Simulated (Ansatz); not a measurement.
Consider the cleavage of the Si–Al bond: `[SiH3][AlH][Cl]` + `[OH][GeH]([F])[F]` → `[F][GeH]([F])[O][SiH3]` + `[AlH2][Cl]`.

Program: Ansatz. Geometries: PBE0-D4/def2-TZVP. ΔE: electronic, gas phase. CCSD(T)/CBS is the MP2 limit (def2-TZVPP, def2-QZVPP) plus CCSD(T) − MP2 in def2-TZVPP, frozen cores. This one scheme is used for every species. DFT in def2-TZVPP. B3LYP here is the variant with VWN-RPA as its local correlation; programs differ in this. For Ge outer-core shells are correlated without core-valence functions, which leaves a few kJ/mol of doubt a bond. Scalar relativity is left out up to krypton. Each species was taken in one conformer, which may not be the lowest.

`[SiH3][AlH][Cl]`:

Z-matrix (Å, degrees):
```
Si
Al 1 2.446
H 1 1.490 2 110.2
H 1 1.490 2 110.2 3 118.9
H 1 1.489 2 112.2 3 -120.6
Cl 2 2.104 1 116.2 3 -59.8
H 2 1.581 1 127.5 3 120.1
```

`[OH][GeH]([F])[F]`:

Z-matrix (Å, degrees):
```
Ge
F 1 1.720
F 1 1.720 2 103.5
O 1 1.742 2 109.3 3 -116.4
H 1 1.516 2 111.5 3 120.0
H 4 0.961 1 114.0 2 56.4
```

`[F][GeH]([F])[O][SiH3]`:

```xyz
9

F     1.116    1.746   -1.293
Ge   -0.350    1.472   -0.441
F    -1.456    0.930   -1.639
O    -0.092    0.184    0.684
Si    0.316   -1.416    0.621
H    -0.840    2.743    0.226
H     0.798   -1.776   -0.737
H     1.386   -1.653    1.619
H    -0.877   -2.230    0.961
```

`[AlH2][Cl]`:

```xyz
4

Al   -0.083    0.135    0.025
Cl    1.007   -1.626   -0.305
H    -1.574    0.174   -0.482
H     0.650    1.318    0.762
```

Task: Is it downhill or uphill in electronic energy at CCSD(T)/CBS, and by how much? (Best estimate.)

Result: Ansatz gave: Downhill: ΔE = -90.2 kJ/mol.

Task: What do these levels give: B3LYP, r2SCANh, MP2/def2-SVP, CCSD/def2-SVP, SCS-MP2/def2-QZVPP, HF/CBS(def2)? (An estimate is asked.)

Result: Ansatz gave: B3LYP -87.0, r2SCANh -82.8, MP2/def2-SVP -94.3, CCSD/def2-SVP -88.7, SCS-MP2/def2-QZVPP -103.9, HF/CBS(def2) -119.3 kJ/mol.

Largest T1 diagnostic among the species: 0.012.

From BLYP to BHLYP (50 % exact exchange), in def2-TZVPP and without D4, ΔE moves by −19.7 kJ/mol. Leaving LDA and LC-ωPBE aside and taking each functional with its dispersion term where it has one, the values, not all of them listed here, spread over 40.7 kJ/mol, from BHLYP-D4 to PBE-D4. In def2-TZVPP, CCSD(T) changes the Hartree–Fock value by +26.3 kJ/mol (the triples alone add +3.3 kJ/mol) and MP2 by +17.8 kJ/mol.
